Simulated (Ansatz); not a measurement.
Ideal-gas functions of H5O2PSi (`O[SiH2]OP`) at 400 K and 1 bar, from an Ansatz frequency run at PBE0-D4/def2-TZVP.

Molar mass 96.1 g/mol, point group C1 (symmetry number 1), electronic degeneracy 1, moments of inertia 45.449, 208.647, 236.61 u Å². Harmonic wavenumbers (cm⁻¹, unscaled): 48, 91, 134, 245, 336, 616, 662, 767, 852, 887, 906, 928, 956, 969, 1074, 1130, 2221, 2294, 2371, 2378, 3926.

Use S(trans) = R[1.5 ln M + 2.5 ln T − 1.1517]; rotational temperatures θ = 24.2544 K / I; S(rot) = R[ln(√π/σ · √(T³/θAθBθC)) + 1.5]; for each mode x = 1.438777 ν̃/T, S = R[x/(eˣ − 1) − ln(1 − e⁻ˣ)] and H = RT x/(eˣ − 1); 1 cm⁻¹ = 0.0119627 kJ/mol; R = 8.31446 J/(mol·K).

Q: By hand: the entropy, in J/(mol·K).

A: Translation 171.9. Rotation: θ = 0.5337, 0.1162, 0.1025 K, giving 113.0. Vibration, mode by mode: 22.93, 17.64, 14.46, 9.63, 7.23, 3.22, 2.82, 2.10, 1.64, 1.49, 1.41, 1.32, 1.22, 1.17, 0.87, 0.73, 0.03, 0.02, 0.02, 0.02, 0.00, in all 90.0. Electronic 0.0. Sum 374.9 J/(mol·K).

Q: By hand: H − E and G − E in kJ/mol, counted from the electronic energy.

A: Zero-point energy ½ × 23791 × 0.0119627 = 142.3; thermal vibration 17.6; translation, rotation and pV give 4 RT = 13.3. H − E = 173.2 kJ/mol, and G − E = 173.2 − 400 × 374.9/1000 = 23.2 kJ/mol.

Vibration gives 24 % of the entropy, 55.0 J/(mol·K) of it from the modes under 150 cm⁻¹: soft modes count most, and the harmonic formula is weakest for them. The sum counts one conformer and one mirror image; others add a mixing term.
